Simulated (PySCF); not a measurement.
Excitations are Tamm–Dancoff values on a coarser integration grid. The basis has no diffuse functions, so Rydberg states are missing or too high.

Cartesian coordinates (Å):
SMILES: [NH2][Ga]([NH2])[SiH3]
```xyz
11

N      0.7126     1.8927    -0.2517
Ga     0.3467     0.1197    -0.0590
N      1.7927    -0.9788    -0.1857
Si    -1.8631    -0.6802     0.3312
H      0.0100     2.6115    -0.2088
H      1.6273     2.2755    -0.4285
H      2.7353    -0.6660    -0.3526
H      1.7438    -1.9796    -0.0964
H     -1.9230    -1.5396     1.5450
H     -2.8159     0.4465     0.5244
H     -2.3530    -1.4952    -0.8141
```
Charge 0, spin multiplicity 1.

Q: Predict the HOMO, S1 oscillator strength, S1 excitation (TDA), total energy and LUMO from r2SCAN-D4/def2-TZVP (PySCF).

A: 
- HOMO: -5.62 eV
- S1 oscillator strength: 0.071
- S1 excitation (TDA): 5.22 eV
- total energy: -2328.0622 Ha
- LUMO: -0.99 eV
